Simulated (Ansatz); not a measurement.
Species: C3H5O, charge 0, multiplicity 2. It need not be the lowest isomer of its formula. 
Structure (B3LYP-D3(BJ)/def2-TZVP (Ansatz, a first-principles code) minimum search):
SMILES: C[C]1CO1
```xyz
9

C     -1.5516     0.0657    -0.0281
C     -0.1465    -0.3948    -0.1134
C      1.0769     0.1887    -0.6161
O      0.8121    -0.0654     0.8090
H     -2.0528    -0.3929     0.8258
H     -2.0960    -0.2025    -0.9336
H     -1.5993     1.1566     0.0965
H      1.1358     1.2465    -0.8606
H      1.8425    -0.4419    -1.0541
```
Charge 0, spin multiplicity 2.

Basis-set convergence of Hartree-Fock and MP2 correlation energies (hartree) with Ansatz. Correlated levels leave the core frozen unless marked. Open shells are spin-unrestricted. Spin-orbit coupling is left out. No relativistic terms.

```json
[
 {"basis": "aug-cc-pVDZ", "functions": "137", "E(HF)": "-191.29952", "E(corr, MP2)": "-0.60176"},
 {"basis": "aug-cc-pVTZ", "functions": "299", "E(HF)": "?", "E(corr, MP2)": "?"}
]
```

**Question.** Some entries are withheld; supply them.

**Answer.** 
- aug-cc-pVTZ, E(HF): -191.34736
- aug-cc-pVTZ, E(corr, MP2): -0.72601
